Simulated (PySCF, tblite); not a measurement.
Isomers of C5H7N2 (doublet state), one GFN2-xTB conformer each. Single-point energies are computed at B3LYP/pcH-1 (PySCF, gas phase, no added dispersion term), electronic only. GFN2-xTB treats the open shell by occupation alone, and not every SCF solution was tested for stability.

```tsv
SMILES	GFN2-xTB relative energy (kcal/mol)
[H]/[C]=N/N(C=C)C=C	55.1
C=CN1[CH]NC=C1	0.0
```

Conformers: `[H]/[C:1]=[N:2]/[N:3]([CH:4]=[CH2:5])[CH:6]=[CH2:7]` (doublet state) with C1–N2–N3–C4 1°, N2–N3–C4–C5 171°, N2–N3–C6–C7 -5°; `[CH2:1]=[CH:2][N:3]1[CH:4][NH:5][CH:6]=[CH:7]1` (doublet state) with C1–C2–N3–C4 176°.

**Question.** What does B3LYP/pcH-1 give for the same structures?

**Answer.** 
```tsv
SMILES	B3LYP/pcH-1 E (Eh)	B3LYP/pcH-1 (kcal/mol)	GFN2-xTB (kcal/mol)	point group
C=CN1[CH]NC=C1	-304.16960	0.0	0.0	–
[H]/[C]=N/N(C=C)C=C	-304.10611	39.8	55.1	–
```

Both levels put the same isomer lowest. As drawn, the lower has an N–H bond, which the higher lacks; the higher has an N–N linkage, which the lower lacks.

**Question.** What happens when harmonic zero-point energies from GFN2-xTB frequencies are added?

**Answer.** 
```tsv
SMILES	ZPE (kcal/mol)	electronic (kcal/mol)	with ZPE (kcal/mol)
C=CN1[CH]NC=C1	68.7	0.0	0.0
[H]/[C]=N/N(C=C)C=C	66.8	39.8	38.0
```

The zero-point energies span 1.9 kcal/mol. The order is unchanged.
